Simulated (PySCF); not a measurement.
Compound: pentamethylene sulfone, C₅H₁₀O₂S.
Bonds: O1–S2 (double), S2–O3 (double), S2–C4, C4–C5, C5–C6, C6–C7, C7–C8, S2–C8. Hydrogens: H9, H10 on C4; H11, H12 on C5; H13, H14 on C6; H15, H16 on C7; H17, H18 on C8.

The same species was optimised twice, with GFN2-xTB and with PBE0-D3(BJ)/def2-SVP (PySCF), and the same property calculations (PySCF, gas phase) were run on both structures.

```tsv
coordinate	GFN2-xTB	PBE0-D3(BJ)/def2-SVP	change
S2=O3 (Å)	1.438	1.465	+0.027
S2–C8 (Å)	1.817	1.794	-0.023
S2–C4 (Å)	1.817	1.794	-0.023
O1=S2 (Å)	1.439	1.459	+0.020
C7–C8 (Å)	1.515	1.522	+0.007
C4–C5 (Å)	1.515	1.522	+0.007
C6–C7 (Å)	1.528	1.528	0.000
C5–C6 (Å)	1.528	1.528	0.000
O1–S2–O3 (°)	117.6	121.0	+3.4
S2–C4–C5 (°)	107.6	110.6	+3.0
S2–C8–C7 (°)	107.6	110.5	+2.9
O3–S2–C8 (°)	108.9	107.2	-1.7
O3–S2–C4 (°)	108.9	107.3	-1.6
C5–C6–C7 (°)	112.3	113.6	+1.3
C6–C7–C8 (°)	111.9	112.8	+0.9
C4–C5–C6 (°)	111.9	112.8	+0.9
```

Rotational constants: A = 2915, B = 1614, C = 1380 MHz (GFN2-xTB) against A = 2904, B = 1583, C = 1366 MHz (PBE0-D3(BJ)/def2-SVP). Point groups within 0.08 Å: Cs and Cs.

On the GFN2-xTB structure: HOMO (eV) -7.95 [PBE0/pcSseg-1]; LUMO (eV) 0.87 [PBE0/pcSseg-1]; dipole (D) 5.08 [PBE0/pcSseg-1]; GIAO shielding of O1/O3 (mean) (ppm) 135.2 [PBE0/pcSseg-1]; GIAO shielding of S2 (ppm) 209.6 [PBE0/pcSseg-1]; GIAO shielding of C4/C8 (mean) (ppm) 125.5 [PBE0/pcSseg-1]; GIAO shielding of C5/C7 (mean) (ppm) 159.8 [PBE0/pcSseg-1]; GIAO shielding of C6 (ppm) 156.9 [PBE0/pcSseg-1].

What do these properties become on the PBE0-D3(BJ)/def2-SVP structure?

| property | level | on GFN2-xTB | on PBE0-D3(BJ)/def2-SVP | change |
| --- | --- | --- | --- | --- |
| HOMO (eV) | PBE0/pcSseg-1 | -7.95 | -7.96 | -0.01 |
| LUMO (eV) | PBE0/pcSseg-1 | 0.87 | 0.82 | -0.05 |
| dipole (D) | PBE0/pcSseg-1 | 5.08 | 5.06 | -0.02 |
| energy, GFN2-xTB geometry as zero (kcal/mol) | PBE0/pcSseg-1 | 0.0 | -3.4 | -3.4 |
| GIAO shielding of O1/O3 (mean) (ppm) | PBE0/pcSseg-1 | 135.2 | 127.5 | -7.7 |
| GIAO shielding of S2 (ppm) | PBE0/pcSseg-1 | 209.6 | 203.1 | -6.5 |
| GIAO shielding of C4/C8 (mean) (ppm) | PBE0/pcSseg-1 | 125.5 | 127.5 | +2.0 |
| GIAO shielding of C5/C7 (mean) (ppm) | PBE0/pcSseg-1 | 159.8 | 159.0 | -0.8 |
| GIAO shielding of C6 (ppm) | PBE0/pcSseg-1 | 156.9 | 158.3 | +1.4 |

The heavy atoms differ by 0.035 Å rms after alignment. Among bonds between heavy atoms S2=O3 changes most (+0.027 Å). Changes are differences of the printed values. Neither structure is proved a minimum here.
